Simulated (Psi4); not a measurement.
dichloromethane (CH$_{2}$Cl$_{2}$), singlet, at a GFN2-xTB geometry. Base run: Psi4 with MP2/def2-SVP.

Input for Psi4:
```
memory 2 GB

molecule mol {
0 1
C    -0.012779    0.005755    0.780914
Cl    0.025913    1.460084   -0.229918
Cl   -0.018729   -1.463320   -0.209102
H    -0.925685    0.023919    1.374053
H     0.880226   -0.003446    1.403808
}

set {
  basis def2-svp
  reference rhf
  freeze_core true
}

energy('mp2')
print_variables()
```

Variants of this job, named by their change:

| change | basis functions | E (Eh) | MP2 correlation (Eh) |
|---|---|---|---|
| base | 60 | -958.10740 | -0.41092 |
| basis = STO-3G | 25 | -947.78454 | -0.07239 |
| basis = 6-31G* | 57 | -958.37558 | -0.39106 |
| basis = cc-pVDZ | 60 | -958.44619 | -0.41499 |
| basis = pcseg-1 | 60 | ___ | ___ |
| basis = 6-31+G* | ___ | ___ | ___ |
| basis = cc-pV(D+d)Z | ___ | ___ | ___ |
| basis = 6-311++G** | 96 | -958.47882 | -0.42887 |
| basis = pcseg-2 | 126 | -958.59367 | -0.53056 |
| basis = cc-pV(T+d)Z | 136 | -958.63292 | -0.55367 |
| basis = aug-cc-pVTZ | ___ | ___ | ___ |
| basis = cc-pVQZ | 233 | -958.69068 | -0.60259 |
| basis = def2-QZVP | 257 | -958.69508 | -0.60460 |

Problem. Fill in the missing entries.

Solution. 
- basis = pcseg-1, E (Eh): -958.34880
- basis = pcseg-1, MP2 correlation (Eh): -0.40786
- basis = 6-31+G*, basis functions: 69
- basis = 6-31+G*, E (Eh): -958.38095
- basis = 6-31+G*, MP2 correlation (Eh): -0.39470
- basis = cc-pV(D+d)Z, basis functions: 70
- basis = cc-pV(D+d)Z, E (Eh): -958.45578
- basis = cc-pV(D+d)Z, MP2 correlation (Eh): -0.42077
- basis = aug-cc-pVTZ, basis functions: 192
- basis = aug-cc-pVTZ, E (Eh): -958.64482
- basis = aug-cc-pVTZ, MP2 correlation (Eh): -0.56594

Totals compare only among sets that treat the same electrons; sets with core potentials leave the core out.
